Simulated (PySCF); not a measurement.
**Co²⁺ (cobalt, charge +2) across methods**

[Ar] 3d6 4s1, high-spin 6D determinant (an excited configuration). Calculation: PySCF 2.14, in aug-cc-pwCVTZ-DK (10s9p7d4f3g, 127 functions); scalar relativity by spin-free X2C-1e.

```
   method  E (hartree)  mean ε 3d α (eV)  mean ε 3d β (eV)  mean ε 4s α (eV)  Σ⟨r²⟩ (bohr²)   ⟨S²⟩
      PBE    -1391.865           -35.224           -30.992           -24.034          19.48  8.750
      LDA    -1389.423           -35.489           -30.957           -24.338          19.44  8.751
BHandHLYP    -1392.108           -41.054           -36.178           -25.638          19.41  8.752
    TPSSh    -1392.123           -36.395           -32.277           -24.262          19.44  8.751
  wB97M-V    -1391.998           -40.600           -36.140           -26.920          19.51  8.751
   r2SCAN    -1392.087           -35.876           -31.229           -24.331          19.38  8.751
     PBE0    -1391.895           -38.222           -33.567           -24.876          19.42  8.751
      UHF  -1390.89611           -46.441           -40.183           -26.938          19.48  8.752
```
